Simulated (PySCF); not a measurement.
## Finite-field polarisability of Ge (germanium, neutral)

[Ar] 3d10 4s2 4p2, high-spin 3P determinant. Calculation: PySCF 2.14, in aug-cc-pVQZ-PP with ECP10MDF (7s6p5d3f2g, 89 functions); a scalar-relativistic core potential. Frozen: 3s2 3p6 3d10. Energy changes in a uniform field (μhartree):

| axis | F (au) | HF | MP2 | CCSD | CCSD(T) |
| --- | --- | --- | --- | --- | --- |
| x | 0.0025 | -103.891 | -104.009 | -103.367 | -103.669 |
| x | 0.005 | -415.826 | -416.316 | -413.741 | -414.952 |
| y | 0.0021 | -99.975 | -99.021 | -98.876 | -99.123 |
| y | 0.0042 | -400.604 | -396.768 | -396.186 | -397.177 |

By symmetry the remaining axis equals y.

Task: Derive α along x at CCSD(T) from the two fields.

Result: With ΔE = −αF²/2 − γF⁴/24, α = −(16 ΔE(F) − ΔE(2F))/(6F²) = 33.17 bohr³.

Task: And the mean polarisability at each level?

Result: The components xx, yy, zz at CCSD(T) are 33.17, 44.93, 44.93, the third axis being equal by symmetry to one of the two computed. Means: HF 41.29, MP2 41.01, CCSD 40.90, CCSD(T) 41.01 bohr³. Reference: 40 ± 1 bohr³ (recommended; Schwerdtfeger and Nagle, table of static dipole polarizabilities (2023 update)).
